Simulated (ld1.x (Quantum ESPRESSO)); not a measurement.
# Logarithmic derivatives: rhodium (Rh), TM

- Element: Rh (Z = 45)
- Generator: ld1.x (Quantum ESPRESSO) 7.5
- Type: norm-conserving Troullier–Martins (Kleinman–Bylander form)
- Functional: PBEsol
- Relativity: scalar-relativistic
- Frozen core: [Ar] 3d10
- Valence charge: 17
- Reference configuration: 4s2 4p6 4d8 5s1 5p0
- Partial waves: 4p (bound): rc 1.65 bohr; 4d (bound): rc 1.45 bohr; 4s (bound): rc 1.75 bohr
- Local potential: the s channel
- Core correction: a·sin(br)/r model core, default radius (core density twice the valence density)

Occupied shells without a wave of their own: 5s. They enter only through the test configuration that unscreens the potential, and ld1.x also counts them in the model core charge.

The phase is arctan(r·u′/u) with u = r·R(r), unwrapped; energies in Ry, scanned from -8 to 5 Ry. A pole is an energy at which the radial function vanishes at the test radius. The pseudo phase is shifted by a multiple of π to meet the all-electron one at the reference energy, and phase errors are pseudo minus all-electron; the curves can meet again beyond the range given. Levels narrower than the energy grid can be missing from the lists of poles.

For each channel, where are the poles, and over which energies does the pseudopotential scatter like the atom?

| channel | radius (bohr) | reference energy (Ry) | poles, all-electron | poles, pseudo | unbroken range about the reference energy with phases within 0.05 rad | phase error 1 Ry above the reference energy (rad) |
| --- | --- | --- | --- | --- | --- | --- |
| s | 1.89 | -6.06 | -5.77 | -5.80, 3.84 | -6.1 to -2.7 | -0.012 |
| p | 1.89 | -3.70 | -3.18 | -3.22 | -3.8 to -0.9 | -0.015 |
| d | 1.89 | -0.44 | 0.94 | 0.73 | -0.6 to 1.1 | -0.033 |

A Bessel basis up to 400 Ry misses an occupied level by 0.02 Ry, so cutoffs and ghosts were not judged. The potential misses its own reference levels by up to 2.7 eV, so it is not fit for use. ld1.x takes every shell without a wave as core, so the model core holds the 5s electrons as well and exchange and correlation see them twice. This cancels in the reference configuration, but the file is broken for other ones, and its errors say nothing about a proper core correction.

Phases in the s channel:

```
E (Ry)  all-electron  pseudo
 -8.00         1.313   1.307
 -7.52         1.280   1.270
 -7.04         1.210   1.194
 -6.56         0.931   0.865
 -6.08        -1.289  -1.337
 -5.60        -1.626  -1.638
 -5.12        -1.705  -1.716
 -4.64        -1.746  -1.760
 -4.16        -1.775  -1.794
 -3.68        -1.801  -1.827
 -3.20        -1.827  -1.862
 -2.72        -1.855  -1.903
 -2.24        -1.887  -1.958
 -1.76        -1.925  -2.033
 -1.28        -1.973  -2.151
 -0.80        -2.036  -2.354
 -0.32        -2.124  -2.750
  0.16        -2.255  -3.409
  0.64        -2.462  -3.976
  1.12        -2.797  -4.278
  1.60        -3.271  -4.439
  2.08        -3.733  -4.537
  2.56        -4.048  -4.603
  3.04        -4.242  -4.652
  3.52        -4.365  -4.690
  4.00        -4.449  -4.723
  4.48        -4.509  -4.751
  4.96        -4.555  -4.778
```
